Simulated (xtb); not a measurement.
C₄H₉NaO, singlet, from a rough starting geometry (GFN-xTB shapes and energies of metal compounds can be far from the true ones); GFN2-xTB run with xtb.

Input for xtb:
```
$ xtb mol.xyz --gfn 2 --opt vtight --json

# file mol.xyz
15

Na     1.71566890     2.13265926     1.39716885
O      0.33628234     0.95000906     1.23324256
C     -0.01549602     0.10746309     0.20015182
C      1.08044510    -0.92292877    -0.05049845
C     -1.35089901    -0.55546115     0.60581596
C     -0.21241516     0.93379227    -1.10799585
H      0.85152243    -1.64305623    -0.79056246
H      1.24318491    -1.43284462     0.93847046
H      2.02222526    -0.39953480    -0.36061684
H     -1.16112317    -1.15183586     1.53282232
H     -1.65153651    -1.29090128    -0.21443183
H     -2.06337444     0.14980391     0.74081206
H      0.64481342     1.39685135    -1.38941893
H     -1.00966600     1.71572484    -0.91415673
H     -0.57055566     0.18550665    -1.90179462
```

What the program printed (banner, timings and long lists left out):

```
   ID    Z sym.   atoms
    1   11 Na     1
    2    8 O      2
    3    6 C      3-6
    4    1 H      7-15

           -------------------------------------------------
          |                Calculation Setup                |
           -------------------------------------------------

molecular fragmentation (1/2 indicates fragments):
111112111111222
# atoms in fragment 1/2:    11     4
 fragment masses (1/2) :       81.07       15.03
CMA distance (Bohr)    :   4.013
constraining FC (au)   :  0.0500

           -------------------------------------------------
          |                 G F N 2 - x T B                 |
           -------------------------------------------------

          ...................................................
          :                      SETUP                      :
          :.................................................:
          :  # basis functions                  33          :
          :  # atomic orbitals                  33          :
          :  # shells                           21          :
          :  # electrons                        32          :
          :  max. iterations                   250          :
          :  Hamiltonian                  GFN2-xTB          :
          :  restarted?                      false          :
          :  GBSA solvation                  false          :
          :  PC potential                    false          :
          :  electronic temp.          300.0000000     K    :
          :  accuracy                    1.0000000          :
          :  -> integral cutoff          0.2500000E+02      :
          :  -> integral neglect         0.1000000E-07      :
          :  -> SCF convergence          0.1000000E-05 Eh   :
          :  -> wf. convergence          0.1000000E-03 e    :
          :  Broyden damping             0.4000000          :
          :  net charge                          0          :
          :  unpaired electrons                  0          :
          ...................................................

 iter      E             dE          RMSdq      gap      omega  full diag
   1    -17.5540246 -0.175540E+02  0.434E+00    1.00       0.0  T
   2    -17.6403126 -0.862880E-01  0.376E+00    1.65       1.0  T
   3    -17.6436610 -0.334835E-02  0.225E+00    1.30       1.0  T
   4    -17.6432944  0.366622E-03  0.490E-01    1.48       1.0  T
   5    -17.6440803 -0.785973E-03  0.299E-01    1.28       1.0  T
[...]
         :: total energy             -17.434359877483 Eh    ::
 * total energy  :   -17.4343599 Eh     change       -0.1623093E-09 Eh
 * total energy  :   -17.4494120 Eh     change       -0.1505208E-01 Eh
 * total energy  :   -17.4510896 Eh     change       -0.1677656E-02 Eh
 * total energy  :   -17.4511700 Eh     change       -0.8033451E-04 Eh
 * total energy  :   -17.4511856 Eh     change       -0.1560231E-04 Eh
 * total energy  :   -17.4511914 Eh     change       -0.5887037E-05 Eh
 * total energy  :   -17.4511941 Eh     change       -0.2706638E-05 Eh
 * total energy  :   -17.4511953 Eh     change       -0.1145342E-05 Eh
 * total energy  :   -17.4511956 Eh     change       -0.2592644E-06 Eh
 * total energy  :   -17.4511956 Eh     change       -0.9278892E-07 Eh
   *** GEOMETRY OPTIMIZATION CONVERGED AFTER 10 ITERATIONS ***
         :: total energy             -17.451195645506 Eh    ::
[...]

 Mol. C6AA /au·bohr⁶  :       1961.352881
 Mol. C8AA /au·bohr⁸  :      60624.900850
 Mol. α(0) /au        :         83.753334

Wiberg/Mayer (AO) data.
largest (>0.10) Wiberg bond orders for each atom

 ---------------------------------------------------------------------------
     #   Z sym  total        # sym  WBO       # sym  WBO       # sym  WBO
 ---------------------------------------------------------------------------
     1  11 Na   0.618 --     2 O    0.497
     2   8 O    1.692 --     3 C    1.079     1 Na   0.497
     3   6 C    3.977 --     2 O    1.079     4 C    0.970     6 C    0.969
                             5 C    0.957
     4   6 C    3.993 --     8 H    0.987     7 H    0.986     3 C    0.970
                             9 H    0.968
     5   6 C    3.996 --    10 H    0.990    12 H    0.990    11 H    0.987
                             3 C    0.957
     6   6 C    3.993 --    14 H    0.987    15 H    0.986     3 C    0.969
                            13 H    0.968
     7   1 H    0.999 --     4 C    0.986
     8   1 H    0.999 --     4 C    0.987
     9   1 H    1.000 --     4 C    0.968
    10   1 H    0.999 --     5 C    0.990
    11   1 H    1.000 --     5 C    0.987
    12   1 H    0.999 --     5 C    0.990
    13   1 H    1.000 --     6 C    0.968
    14   1 H    0.999 --     6 C    0.987
    15   1 H    0.999 --     6 C    0.986
 ---------------------------------------------------------------------------

Topologies differ in total number of bonds
Writing topology from bond orders to xtbtopo.mol

molecular dipole:
                 x           y           z       tot (Debye)
 q only:        1.660       1.408       0.261
   full:        1.647       1.354       0.181       5.437
molecular quadrupole (traceless):
                xx          xy          yy          xz          yz          zz
 q only:        2.188      12.003       4.645       7.130       6.120      -6.832
  q+dip:        1.906      11.901       4.864       7.495       6.343      -6.769
   full:        1.924      12.825       5.161       8.032       7.027      -7.085

optimized geometry written to: xtbopt.xyz

           -------------------------------------------------
          | TOTAL ENERGY              -17.451195645506 Eh   |
          | GRADIENT NORM               0.000080800449 Eh/α |
          | HOMO-LUMO GAP               1.312253091345 eV   |
           -------------------------------------------------

normal termination of xtb
```
